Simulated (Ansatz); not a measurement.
`[CH3][Ge][Cl]` + H₂ → `[Cl][GeH]` + CH₄  (hydrogenolysis of a Ge–C bond)

Gas-phase electronic energies from Ansatz, PBE0-D4/def2-TZVP geometries. CCSD(T)/CBS is the MP2 limit (def2-TZVPP, def2-QZVPP) plus CCSD(T) − MP2 in def2-TZVPP, frozen cores. This one scheme is used for every species. Functionals use def2-TZVPP. For Ge outer-core shells are correlated without core-valence functions, which leaves a few kJ/mol of doubt a bond. Scalar relativity is left out up to krypton.

```
           level  ΔE (kJ/mol)  difference from CCSD(T)/CBS
     LDA (SPW92)        -19.8                         -0.9
       revPBE-D4        -16.9                          2.0
       r2SCAN-D4        -20.9                         -2.0
          B97M-V        -34.5                        -15.6
            BLYP        -32.3                        -13.4
     HF/def2-SVP        -54.2                        -35.3
   CCSD/def2-SVP        -41.8                        -22.9
CCSD(T)/def2-SVP        -38.7                        -19.8
  MP2/def2-TZVPP        -14.1                          4.8
 CCSD/def2-TZVPP        -27.1                         -8.2
     CCSD(T)/CBS        -18.9                            0
```

Largest T1 diagnostic among the species: 0.013.

The D4 term adds +7.8 kJ/mol with B3LYP and +4.1 kJ/mol with PBE0; it sums over pairs of atoms, weighted by their polarisabilities, and B3LYP, whose exchange is more repulsive, gets the larger term. From r2SCAN to r2SCAN0 (25 % exact exchange), in def2-TZVPP and without D4, ΔE moves by −3.3 kJ/mol. In def2-TZVPP, CCSD(T) changes the Hartree–Fock value by +25.1 kJ/mol (the triples alone add +4.8 kJ/mol) and MP2 by +33.4 kJ/mol.

B3LYP here is the variant with VWN-RPA as its local correlation; programs differ in this.
